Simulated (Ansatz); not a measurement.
`CCBCC` + H₂ → `CBCC` + CH₄  (hydrogenolysis of a C–C bond)

Computed with Ansatz on PBE0-D4/def2-TZVP structures; ΔE is electronic, products minus reactants. CCSD(T)/CBS adds triple-zeta CCSD(T) − MP2 to the extrapolated MP2 energy (def2 sets, frozen cores). This one scheme is used for every species. Functionals use def2-TZVPP. B3LYP here is the variant with VWN-RPA as its local correlation; programs differ in this. HSE06 is defined as in plane-wave codes. One conformer a species, not always the lowest.

`CCBCC`:

```xyz
16

C     2.158    1.348    0.737
C     1.385    0.371   -0.140
B    -0.073    0.020    0.284
C    -1.149   -0.449   -0.742
C    -2.299   -1.301   -0.221
H     2.138    1.037    1.784
H     3.205    1.436    0.434
H     1.721    2.349    0.690
H     1.442    0.652   -1.199
H     1.876   -0.620   -0.101
H    -0.379    0.114    1.447
H    -1.547    0.517   -1.108
H    -0.690   -0.896   -1.632
H    -2.784   -0.825    0.635
H    -1.943   -2.279    0.115
H    -3.062   -1.476   -0.983
```

H₂:

Cartesian coordinates in Å:
```
H 0.198 0.297 -0.108
H -0.198 -0.297 0.108
```

`CBCC`:

Cartesian coordinates in Å:
```
C -0.338 -0.499 -1.643
B -0.425 -1.001 -0.172
C 0.020 -0.189 1.085
C 0.609 1.200 0.890
H -1.365 -0.228 -1.934
H -0.050 -1.289 -2.343
H 0.286 0.382 -1.808
H -0.906 -2.088 0.026
H 0.722 -0.836 1.634
H -0.847 -0.154 1.763
H 1.512 1.167 0.275
H 0.879 1.668 1.840
H -0.097 1.866 0.387
```

CH₄:

Z-matrix (Å, degrees):
```
C
H 1 1.090
H 1 1.090 2 109.5
H 1 1.090 2 109.5 3 -120.0
H 1 1.090 2 109.5 3 120.0
```

```csv
level,ΔE (kJ/mol),difference from CCSD(T)/CBS
PBE-D4,-77.5,0.4
revPBE-D4,-72.6,5.3
BLYP-D4,-79.4,-1.5
PBE0-D4,-79.7,-1.8
B3LYP-D4,-82.0,-4.1
ωB97M-V,-80.0,-2.1
B2PLYP,-84.2,-6.3
r2SCAN,-82.3,-4.4
PBE0,-83.0,-5.1
B3LYP,-87.9,-10.0
HSE06,-82.9,-5.0
LC-ωPBE,-83.0,-5.1
HF/def2-SVP,-94.6,-16.7
MP2/def2-QZVPP,-76.0,1.9
MP2/CBS(def2),-75.7,2.2
CCSD/CBS(def2),-80.9,-3.0
CCSD(T)/CBS,-77.9,0
```

Largest T1 diagnostic among the species: 0.009.

The D4 term adds +5.9 kJ/mol with B3LYP and +3.3 kJ/mol with PBE0; it sums over pairs of atoms, weighted by their polarisabilities, and B3LYP, whose exchange is more repulsive, gets the larger term. In def2-TZVPP, CCSD(T) changes the Hartree–Fock value by +15.0 kJ/mol (the triples alone add +3.0 kJ/mol) and MP2 by +17.1 kJ/mol.
